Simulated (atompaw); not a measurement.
Ranking PAW (atompaw) potentials for terbium

All share these settings but for the change named:

* Element: terbium
* Generator: atompaw 4.2.0.5
* Type: PAW
* Functional: PBEsol
* Relativity: non-relativistic
* Frozen core: [Kr] 4d10
* Valence charge: 19
* Reference configuration: 4f9 5s2 5p6 5d0 6s1.5 6p0 (charge +0.5)
* Partial waves: 5s (bound); 6s (bound); 5p (bound); 6p (bound, empty); 5d (bound, empty); 5d channel at 4.4 Ry; 4f (bound); 4f channel at -0.25 Ry
* Local potential: vpsmatchnc scheme with l = 4 at 0 Ry, radius 2.70 bohr
* Core correction: smooth core density matched at 1.95 bohr
* Augmentation charge: sinc compensation charge, radius 2.75 bohr; PAW radius 3.00 bohr; waves and projectors: bloechl

Cutoff: the first of the cutoffs (Ry, on a coarse ladder) from which the occupation-weighted sum of valence levels, in a spherical-Bessel basis at the reference potential, stays within 10 and 1 mRy of its value at 400 Ry; the density cutoff is not measured.

The base gives 40 Ry.

Of 10 variants that were run, those that failed, showed a ghost or another fault, or gave nearly equal values are left out.

A variant can come out equal or close to the base.

**Question.** Rank these variants from softest to hardest (loose cutoff).
A. local potential vpsmatchnc scheme with l = 4 at 0 Ry, radius 2.56 bohr
B. local potential vpsmatchnc scheme with l = 4 at 0 Ry, radius 2.34 bohr
C. local potential vpsmatchnc scheme with l = 4 at 0 Ry, radius 2.88 bohr

**Answer.** C (35 Ry), A (45 Ry), B (55 Ry).
